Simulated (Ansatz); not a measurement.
Ideal-gas functions of CH4FSSn (`C[S][SnH][F]`) radical at 500 K and 1 bar, from an Ansatz frequency run at PBE0-D4/def2-TZVP.

Molar mass 185.82 g/mol, point group C1 (symmetry number 1), electronic degeneracy 2, moments of inertia 98.444, 253.983, 333.676 u Å². Harmonic wavenumbers (cm⁻¹, unscaled): 61, 110, 131, 186, 344, 462, 498, 581, 719, 967, 985, 1348, 1465, 1477, 1762, 3070, 3160, 3173.

Use S(trans) = R[1.5 ln M + 2.5 ln T − 1.1517]; rotational temperatures θ = 24.2544 K / I; S(rot) = R[ln(√π/σ · √(T³/θAθBθC)) + 1.5]; for each mode x = 1.438777 ν̃/T, S = R[x/(eˣ − 1) − ln(1 − e⁻ˣ)] and H = RT x/(eˣ − 1); 1 cm⁻¹ = 0.0119627 kJ/mol; R = 8.31446 J/(mol·K).

Question: By hand: the entropy, in J/(mol·K).

Answer: Translation 184.8. Rotation: θ = 0.2464, 0.0955, 0.0727 K, giving 121.2. Vibration, mode by mode: 22.79, 17.91, 16.48, 13.61, 8.73, 6.53, 6.00, 4.95, 3.61, 2.06, 1.97, 0.85, 0.65, 0.63, 0.32, 0.01, 0.01, 0.01, in all 107.1. Electronic 5.8. Sum 418.9 J/(mol·K).

Question: By hand: H − E and G − E in kJ/mol, counted from the electronic energy.

Answer: Zero-point energy ½ × 20499 × 0.0119627 = 122.6; thermal vibration 25.5; translation, rotation and pV give 4 RT = 16.6. H − E = 164.7 kJ/mol, and G − E = 164.7 − 500 × 418.9/1000 = -44.8 kJ/mol.

Vibration gives 26 % of the entropy, 57.2 J/(mol·K) of it from the modes under 150 cm⁻¹: soft modes count most, and the harmonic formula is weakest for them. The sum counts one conformer and one mirror image; others add a mixing term.
